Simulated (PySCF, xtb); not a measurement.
Al(Cl)(I)(OMe) (CH₃AlClIO), SMILES C[O][Al]([Cl])[I]. One conformer was computed; it need not be the lowest.

Harmonic wavenumbers (cm⁻¹) from xtb with GFN2-xTB at its own minimum, in rising order: 38, 77, 100, 136, 169, 255, 325, 594, 709, 1137, 1139, 1220, 1417, 1474, 1475, 2971, 2973, 2981.

Q: What does PySCF with PBE-D3(BJ)/def2-SVP give at its own minimum? (Estimate from the structure and the level; the computed values follow.)

A: 71, 85, 94, 114, 199, 223, 293, 556, 742, 1137, 1143, 1197, 1421, 1424, 1428, 2922, 3003, 3016. Paired by order, the mean absolute difference is 26 cm⁻¹ and the zero-point energies are 27.4 and 27.3 kcal/mol.
